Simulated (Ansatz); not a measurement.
`FC[SiH](F)F` → `F[Si]F` + `CF`  (silylene formation by 1,1-elimination)

Gas-phase electronic energies from Ansatz, PBE0-D4/def2-TZVP geometries. CCSD(T)/CBS is the MP2 limit (def2-TZVPP, def2-QZVPP) plus CCSD(T) − MP2 in def2-TZVPP, frozen cores. This one scheme is used for every species. Functionals use def2-TZVPP. B3LYP here is the variant with VWN-RPA as its local correlation; programs differ in this. One conformer a species, not always the lowest.

| level | ΔE (kJ/mol) |
| --- | --- |
| r2SCAN-D4 | 140.6 |
| B97M-V | 123.0 |
| r2SCAN | 138.8 |
| B3LYP | 104.5 |
| CCSD(T)/def2-SVP | 108.4 |
| SCS-MP2/def2-TZVPP | 124.7 |
| MP2/def2-QZVPP | 133.3 |
| CCSD/CBS(def2) | 124.5 |

(1) What does CCSD(T)/CBS give? (Estimate.)

(2) What do rigid-rotor, harmonic-oscillator terms from PBE0-D4/def2-TZVP frequencies (298.15 K, 1 bar) make of the CCSD(T)/CBS value? (Best estimate.)

Largest T1 diagnostic among the species: 0.015.

Answers

(1) Ansatz gave: +124.4 kJ/mol. The listed levels differ from it by 16.2, -1.4, 14.4, -19.9, -16.0, 0.3, 8.9, 0.1 kJ/mol.

(2) The calculation gave: ΔZPE = -1.9 kJ/mol, ΔH = +125.5 kJ/mol, ΔS = 149 J/(mol·K), ΔG = +80.9 kJ/mol.

From PBE to PBE0 (25 % exact exchange), in def2-TZVPP and without D4, ΔE moves by +16.1 kJ/mol. Leaving LDA and LC-ωPBE aside and taking each functional with its dispersion term where it has one, the values, not all of them listed here, spread over 44.8 kJ/mol, from BLYP-D4 to r2SCAN0-D4. LDA lies +30.4 kJ/mol from PBE without D4. The D4 term adds +10.9 kJ/mol with B3LYP and +5.8 kJ/mol with PBE0; it sums over pairs of atoms, weighted by their polarisabilities, and B3LYP, whose exchange is more repulsive, gets the larger term.
